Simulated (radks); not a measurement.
Al4+, configuration [He] 2s2 2p5 (the NIST ground configuration). Method: scalar-relativistic Kohn-Sham, LDA (Slater exchange, Perdew-Wang correlation), spin-polarised, spherical densities, finite nucleus; open shells are filled with parallel spins first; Fermi nuclear charge, rms radius 3.061 fm; computed with a radial shooting solver on a logarithmic mesh with Libxc functionals. Some entries of the table are withheld. Estimate them.

| orbital | occ. | eigenvalue (eV) | <1/r> (bohr^-1) |
|---|---|---|---|
| 1s up | 1 | (1) | 12.59 |
| 1s down | 1 | (2) | 12.60 |
| 2s up | 1 | -176.9044 | (3) |
| 2s down | 1 | -174.0916 | (4) |
| 2p up | 3 | -140.1575 | 2.325 |
| 2p down | 2 | -137.0451 | 2.309 |

Answer. 
(1) 1s up eigenvalue (eV): -1584.402
(2) 1s down eigenvalue (eV): -1582.703
(3) 2s up <1/r> (bohr^-1): 2.423
(4) 2s down <1/r> (bohr^-1): 2.409
